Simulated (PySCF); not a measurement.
**Two-component Hartree-Fock for Pr⁺ (praseodymium, charge +1)**

Start: [Xe] 4f3 6s1; 4f5/2 filled at m_j = +1/2, +3/2, +5/2; 6s1/2 filled at m_j = -1/2. Calculated with PySCF 2.14 in x2c-TZVPall-2c (11s11p10d4f1g, 131 functions): generalised Hartree-Fock with the X2C-1e Hamiltonian and a Gaussian nucleus; one run each with spin-orbit coupling (SO) switched off, then screened by Boettger's factors.

```
spinor shell  electrons  ε, spin-free (eV)  ε, screened SO (eV)  weight of nominal j (screened SO)  rms radius, screened SO (bohr)
       1s1/2          2           -42198.7             -42192.7                              1.000                          0.0275
       2s1/2          2            -6904.7              -6902.8                              1.000                           0.111
       2p1/2          2            -6172.0              -6509.8                              1.000                          0.0958
       2p3/2          4            -6172.0              -6023.8                              1.000                           0.102
       3s1/2          2            -1540.4              -1539.8                              1.000                           0.290
       3p1/2          2            -1303.2              -1371.8                              1.000                           0.282
       3p3/2          4            -1303.2              -1272.7                              1.000                           0.294
       3d3/2          4            -969.99              -982.66                              0.999                           0.266
       3d5/2          6            -969.99              -960.87                              0.999                           0.269
       4s1/2          2            -330.50              -330.27                              1.000                           0.661
       4p1/2          2            -250.27              -266.03                              0.988                           0.685
       4p3/2          4            -250.27              -243.09                              0.994                           0.711
       4d3/2          4            -132.33              -137.33                              0.830                           0.783
       4d5/2          6            -132.33              -128.78                              0.886                           0.788
       5s1/2          2            -54.372              -54.331                              1.000                            1.63
       5p1/2          2            -32.554              -35.129                              0.928                            1.83
       5p3/2          4            -32.554              -31.380                              0.964                            1.93
       4f5/2          3            -16.457              -16.486                              0.790                            1.21
       6s1/2          1             -9.923               -9.923                              1.000                            4.54
```

```csv
quantity,spin-free,screened SO
E (hartree),-9230.93059,-9235.24959
M_J,4,4
⟨J²⟩,24.004,23.193
⟨L²⟩,42.003,41.814
⟨S²⟩,6.001,5.964
```

The determinant has a definite M_J but mixes levels of different J.

Each row is a mean over spinors that exchange with the open shell spreads, by up to 9.357 eV (4d3/2).

Rows whose weight is well below 1 are mixtures of j = l ± 1/2: exchange outweighs spin-orbit coupling there, and the label is only the starting occupation.

Breit and QED terms are absent; they matter most for the inner s and p1/2 levels.

Densities and radii are taken from the X2C orbitals without a picture-change correction, which distorts them close to the nucleus.

Without spin-orbit coupling the j labels of p, d and f shells carry no meaning; the spin-free column gives the mean over the occupied spinors of each nl shell, and its ⟨J²⟩ belongs to a mixture of degenerate components.
